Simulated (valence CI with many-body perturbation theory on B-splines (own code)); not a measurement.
## Energy levels of As XX

Method: relativistic CI+MBPT: four valence electrons over a frozen Dirac-Fock core [Ne], radial functions for each j: 11 s, 11 p, 10 d, 8 f, 5 g, 2 h, with the one-electron correlation potential Σ1 (screened to all orders), the two-electron term Σ2, the three-electron term Σ3, Breit, model QED; selected single and double excitations, second order for the rest, scaled by the run's own slope (own B-spline code, finite nucleus).

No measured levels were compared; by estimate levels of excited configurations hold to 0.05 to 0.15 % of their energy, terms of the ground configuration to about 0.5 %. Among the levels kept, up to 840 cm⁻¹ of a level comes from second order outside the variational space, and about a tenth of that is noise between levels of different J, which matters for small intervals.

Levels 46 to 90 of 173, with energies above the lowest level, 3s2 3p2 3P_0. "Leading %" is the weight of the configuration and term that name the level; weights of strongly mixed levels are sums over their largest components and can fall short. In the jj column 3d3/2^4 stands for four electrons in 3d with j = 3/2. Lifetimes count E1, E2, E3, M1 and M2 decay at the calculated energies, and are blank where another channel may lead or the interval is too uncertain; long ones can be off by a factor of two.

| No. | Configuration | Term | J | E (eV) | Leading % | Lifetime | Second component | Leading jj |
| --- | --- | --- | --- | --- | --- | --- | --- | --- |
| 46 | 3s 3p2 3d | 5P | 2 | 138.18 | 88 | 11.9 ps | 5 % 3s 3p2 3d 3P | 3s 3p1/2 3p3/2 3d3/2 (38 %) |
| 47 | 3s 3p2 3d | 5P | 1 | 138.84 | 93 | 11.1 ps |  | 3s 3p1/2 3p3/2 3d3/2 (50 %) |
| 48 | 3s 3p2 3d | 3P | 2 | 139.77 | 58 | 13.4 ps | 24 % 3p4 3P | 3s 3p1/2 3p3/2 3d5/2 (41 %) |
| 49 | 3p4 | 1S | 0 | 139.99 | 50 | 55.8 ps | 22 % 3s 3p2 3d 3P | 3s 3p3/2^2 3d5/2 (40 %) |
| 50 | 3s 3p2 3d | 3P | 1 | 143.25 | 51 | 12.9 ps | 23 % 3p4 3P | 3s 3p1/2 3p3/2 3d5/2 (25 %) |
| 51 | 3s 3p2 3d | 3G | 3 | 145.53 | 82 | 48.5 ps | 13 % 3s 3p2 3d 1F | 3s 3p1/2 3p3/2 3d3/2 (81 %) |
| 52 | 3s 3p2 3d | 3D | 2 | 146.63 | 47 | 19.8 ps | 25 % 3s 3p2 3d 3F | 3s 3p1/2^2 3d3/2 (27 %) |
| 53 | 3s 3p2 3d | 3P | 0 | 146.81 | 53 | 13.7 ps | 28 % 3p4 3P | 3s 3p3/2^2 3d3/2 (30 %) |
| 54 | 3s 3p2 3d | 3G | 4 | 146.84 | 91 | 60.5 ps |  | 3s 3p1/2 3p3/2 3d5/2 (39 %) |
| 55 | 3s 3p2 3d | 3D | 3 | 147.92 | 70 | 18.1 ps | 13 % 3s 3p2 3d 1F | 3s 3p1/2 3p3/2 3d5/2 (57 %) |
| 56 | 3s 3p2 3d | 3D | 1 | 147.93 | 74 | 17.9 ps | 12 % 3s 3p2 3d 3P | 3s 3p3/2^2 3d3/2 (36 %) |
| 57 | 3s 3p2 3d | 3G | 5 | 148.47 | 95 | 80.2 ps | 4 % 3s 3p2 3d 5F | 3s 3p3/2^2 3d5/2 (53 %) |
| 58 | 3s 3p2 3d | 1G | 4 | 148.91 | 69 | 90.5 ps | 11 % 3s2 3d2 1G | 3s 3p1/2 3p3/2 3d5/2 (61 %) |
| 59 | 3s 3p2 3d | 1F | 3 | 149.88 | 50 | 19.3 ps | 13 % 3s 3p2 3d 3D | 3s 3p1/2 3p3/2 3d5/2 (48 %) |
| 60 | 3s 3p2 3d | 3D | 2 | 150.30 | 44 | 12.0 ps | 42 % 3s 3p2 3d 3F | 3s 3p3/2^2 3d3/2 (38 %) |
| 61 | 3s 3p2 3d | 3F | 3 | 152.40 | 55 | 11.9 ps | 30 % 3s 3p2 3d 3D | 3s 3p1/2 3p3/2 3d5/2 (39 %) |
| 62 | 3s 3p2 3d | 3D | 1 | 152.69 | 95 | 14.7 ps |  | 3s 3p1/2 3p3/2 3d5/2 (49 %) |
| 63 | 3s 3p2 3d | 1P | 1 | 152.98 | 53 | 12.7 ps | 30 % 3s 3p2 3d 3D | 3s 3p1/2 3p3/2 3d3/2 (66 %) |
| 64 | 3s 3p2 3d | 3D | 2 | 153.73 | 70 | 16.4 ps | 14 % 3s 3p2 3d 3F | 3s 3p1/2 3p3/2 3d5/2 (42 %) |
| 65 | 3s 3p2 3d | 3P | 0 | 153.80 | 79 | 13.5 ps | 14 % 3s2 3d2 3P | 3s 3p1/2 3p3/2 3d5/2 (45 %) |
| 66 | 3s 3p2 3d | 3P | 1 | 154.84 | 63 | 14.2 ps | 13 % 3s2 3d2 3P | 3s 3p1/2 3p3/2 3d5/2 (58 %) |
| 67 | 3s 3p2 3d | 3F | 4 | 156.00 | 75 | 11.7 ps | 10 % 3s 3p2 3d 1G | 3s 3p3/2^2 3d3/2 (50 %) |
| 68 | 3s 3p2 3d | 3P | 2 | 156.39 | 54 | 13.4 ps | 12 % 3s2 3d2 3P | 3s 3p3/2^2 3d5/2 (32 %) |
| 69 | 3s 3p2 3d | 3D | 3 | 157.23 | 65 | 23.3 ps | 12 % 3s 3p2 3d 3F | 3s 3p3/2^2 3d5/2 (67 %) |
| 70 | 3s 3p2 3d | 3D | 2 | 157.80 | 48 | 11.7 ps | 21 % 3s 3p2 3d 3F | 3s 3p3/2^2 3d3/2 (28 %) |
| 71 | 3s 3p2 3d | 3D | 1 | 157.93 | 43 | 12.0 ps | 28 % 3s 3p2 3d 3S | 3s 3p3/2^2 3d3/2 (40 %) |
| 72 | 3s 3p2 3d | 3F | 3 | 158.66 | 55 | 10.4 ps | 37 % 3s 3p2 3d 3D | 3s 3p1/2^2 3d5/2 (28 %) |
| 73 | 3s 3p2 3d | 3F | 2 | 159.06 | 51 | 10.8 ps | 28 % 3s 3p2 3d 3D | 3s 3p1/2 3p3/2 3d3/2 (40 %) |
| 74 | 3s 3p2 3d | 3S | 1 | 159.77 | 56 | 12.9 ps | 22 % 3s 3p2 3d 1P | 3s 3p3/2^2 3d5/2 (54 %) |
| 75 | 3s 3p2 3d | 3F | 4 | 162.89 | 91 | 11.7 ps |  | 3s 3p3/2^2 3d5/2 (59 %) |
| 76 | 3s 3p2 3d | 3D | 3 | 163.25 | 74 | 13.6 ps | 19 % 3s 3p2 3d 3F | 3s 3p3/2^2 3d5/2 (70 %) |
| 77 | 3s 3p2 3d | 1D | 2 | 163.37 | 41 | 10.9 ps | 24 % 3s2 3d2 1D | 3s 3p3/2^2 3d5/2 (26 %) |
| 78 | 3s 3p2 3d | 3D | 3 | 167.02 | 74 | 8.94 ps | 11 % 3s 3p2 3d 3F | 3s 3p3/2^2 3d5/2 (47 %) |
| 79 | 3s 3p2 3d | 3D | 2 | 167.87 | 53 | 9.23 ps | 22 % 3s 3p2 3d 1D | 3s 3p3/2^2 3d3/2 (62 %) |
| 80 | 3s 3p2 3d | 1S | 0 | 168.11 | 39 | 7.02 ps | 25 % 3s 3p2 3d 3P | 3s 3p1/2 3p3/2 3d3/2 (34 %) |
| 81 | 3s 3p2 3d | 1D | 2 | 168.29 | 40 | 10.8 ps | 38 % 3s 3p2 3d 3D | 3s 3p3/2^2 3d5/2 (55 %) |
| 82 | 3s 3p2 3d | 3D | 1 | 168.84 | 85 | 8.75 ps | 7 % 3s 3p2 3d 1P | 3s 3p3/2^2 3d3/2 (68 %) |
| 83 | 3s 3p2 3d | 1P | 1 | 170.03 | 51 | 6.41 ps | 26 % 3s 3p2 3d 3P | 3s 3p1/2 3p3/2 3d3/2 (45 %) |
| 84 | 3s 3p2 3d | 3P | 2 | 172.09 | 65 | 5.77 ps | 9 % 3s 3p2 3d 1D | 3s 3p3/2^2 3d5/2 (30 %) |
| 85 | 3s 3p2 3d | 3P | 1 | 175.12 | 54 | 5.82 ps | 35 % 3s 3p2 3d 1P | 3s 3p3/2^2 3d5/2 (50 %) |
| 86 | 3s 3p2 3d | 3P | 0 | 175.68 | 51 | 5.33 ps | 12 % 3p4 3P | 3s 3p3/2^2 3d3/2 (49 %) |
| 87 | 3s 3p2 3d | 1F | 3 | 177.68 | 92 | 5.65 ps |  | 3s 3p3/2^2 3d3/2 (37 %) |
| 88 | 3s2 3d2 | 3F | 2 | 180.19 | 70 | 6.47 ps | 15 % 3s 3p2 3d 3F | 3s^2 3d3/2^2 (47 %) |
| 89 | 3s2 3d2 | 3F | 3 | 181.15 | 76 | 7.09 ps | 17 % 3s 3p2 3d 3F | 3s^2 3d3/2 3d5/2 (76 %) |
| 90 | 3s2 3d2 | 3F | 4 | 181.78 | 80 | 7.63 ps | 16 % 3s 3p2 3d 3F | 3s^2 3d5/2^2 (59 %) |

Names give the largest LS component (configuration and term), which can be under half, so a name can repeat, a term be missing and a line seem to break the LS rules; names also repeat where a configuration has a term twice.

Where two levels of one J and parity lie close, their mixing, g and order are uncertain.
